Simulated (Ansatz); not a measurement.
Consider the cleavage of the Si–Ga bond: `[SiH3][GaH][SH]` + `OB(O)F` → `OB(F)O[SiH3]` + `[SH][GaH2]`.

Calculated with Ansatz (gas phase, PBE0-D4/def2-TZVP geometries, no zero-point term in ΔE). CCSD(T)/CBS adds triple-zeta CCSD(T) − MP2 to the extrapolated MP2 energy (def2 sets, frozen cores). Functionals use def2-TZVPP. For Ga outer-core shells are correlated without core-valence functions, which leaves a few kJ/mol of doubt a bond. Scalar relativity is left out up to krypton. One conformer a species, not always the lowest.

```
    level  ΔE (eV)
revPBE-D4    -0.45
   B97M-V    -0.71
  PBE0-D4    -0.51
  LC-ωPBE    -0.64
```

Question: What does CCSD(T)/CBS give? (Estimate.)

Answer: Computed: -0.66 eV. The listed levels differ from it by 0.21, -0.05, 0.15, 0.02 eV.

Largest T1 diagnostic among the species: 0.014.

From BLYP to BHLYP (50 % exact exchange), in def2-TZVPP and without D4, ΔE moves by −0.18 eV. At CCSD(T), def2-SVP lies +0.06 eV from the extrapolated value and def2-TZVPP −0.01 eV.
